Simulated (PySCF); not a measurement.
C2H7NOSi2, SMILES C1=C[SiH2][Si@]1(O)N.

The structure is a stationary point at B3LYP-D3(BJ)/def2-SVP. The structure was generated by enumeration; whether it is a known compound was not checked. One conformer was computed; it need not be the lowest.

Calculation: PySCF with PBE/def2-TZVP.

Isolated molecule, no solvent.

Computed frontier levels, gap, dipole moment and polarisability:
```yaml
highest_occupied_level: -5.68 eV
lowest_empty_level: -1.67 eV
orbital_gap: 4.01 eV
dipole_moment: 1.37 D
quadrupole, principal values (traceless, Buckingham form, about the centre of nuclear charge): -5.98, -2.11, 8.09 D·Å
mean_static_polarisability: 88.1 bohr³ (13.05 Å³)
polarisability_principal_values: 71.9, 86.2, 106.2 bohr³
```
